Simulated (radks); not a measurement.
The numbers below are computed, except where a source is named.
Pb XXXIII, 50 electrons, occupied as [Kr] 4d10 4f4. Level of theory: non-relativistic Kohn-Sham, TPSS, spin-polarised, spherical densities, point nucleus; open shells are filled with parallel spins first (spin-orbit coupling, left out, can overturn this in heavy ions); meta-GGA in the generalised Kohn-Sham scheme; relativity is left out, which matters for an element this heavy (a radial shooting solver on a logarithmic mesh with Libxc functionals). Some entries of the table are withheld. Estimate them.

orbital,occ.,eigenvalue (Ry),r(max) (bohr),<1/r> (bohr^-1)
1s down,1,-5894.593,0.01225,81.46
1s up,1,-5894.592,0.01225,81.46
2s up,1,-1064.048,0.06649,19.20
2s down,1,-1064.035,0.06649,19.21
2p up,3,-1027.425,0.05156,19.24
2p down,3,-1027.417,0.05156,19.24
3s up,1,-318.1876,0.1809,7.512
3s down,1,-317.7404,0.1807,7.521
3p up,3,-300.9739,0.1700,7.463
3p down,3,-300.5645,0.1698,7.471
3d up,5,-269.0261,0.1335,7.386
3d down,5,-268.7226,0.1334,7.393
4s up,1,-128.4882,0.3893,3.527
4s down,1,-127.9847,0.3894,3.518
4p up,3,-120.8024,0.3859,3.461
4p down,3,-120.2857,0.3861,3.452
4d up,5,-106.8290,0.3721,3.336
4d down,5,-106.2745,0.3725,3.326
4f up,4,-88.68549,(1),(2)
4f down,0,-88.02310,(3),(4)
5s up,0,-68.18861,0.7316,1.929
5s down,0,-67.97403,0.7333,1.922
5p up,0,-64.71453,0.7423,1.885
5p down,0,-64.50275,0.7441,1.878

Answer. 
(1) 4f up r(max) (bohr): 0.3130
(2) 4f up <1/r> (bohr^-1): 3.139
(3) 4f down r(max) (bohr): 0.3137
(4) 4f down <1/r> (bohr^-1): 3.131
